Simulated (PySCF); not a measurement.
## Assigning NMR signals

Atoms are numbered as in `[CH:1]#[C:2][C:3]#[C:4][C:5]#[C:6][C:7]#[N:8]` (H(Xn): hydrogen on atom n).

Non-relativistic, one computed conformer, no solvent model. Geometry from PBE0-D3(BJ)/def2-SVP; spin–spin couplings from B3LYP/pcJ-1; NMR shieldings at PBE/pcSseg-2/GIAO; PySCF 2.14.0 with density-fitted response routines.

Scale: ¹³C (σ = 179.39 ppm) vs TMS (reference shieldings calculated alike).

Assign these signals to the numbered atoms. ¹³C{¹H} NMR (computed): δ 109.5, 73.1, 69.5, 68.1, 66.5, 62.5, 49.7.

Answers


```tsv
δ (ppm)	atoms	environment	reason
109.5	C7	nitrile carbon	this is the usual window of a C≡N carbon, which has no attached hydrogen
73.1	C2	alkyne carbon	sp carbons lie upfield of alkene carbons because the cylindrical π system leaves one tensor component strongly shielded
69.5	C1	terminal alkyne carbon	the triple bond shields along its axis, which puts it between sp3 and sp2 carbons
68.1	C5	alkyne carbon	the triple bond shields along its axis, which puts it between sp3 and sp2 carbons
66.5	C3	alkyne carbon	–
62.5	C4	alkyne carbon	–
49.7	C6	alkyne carbon	–
```

C1 and C5; C5 and C3 lie closer than the usual error of such a calculation, so a measured spectrum could show them in the other order.

Shifts are as computed, not scaled to solution data. Of 1211 compounds with measured shifts, 218 miss one by over three times the rms of a fit or turn the order of signals round; such compounds aren't used in these exercises.
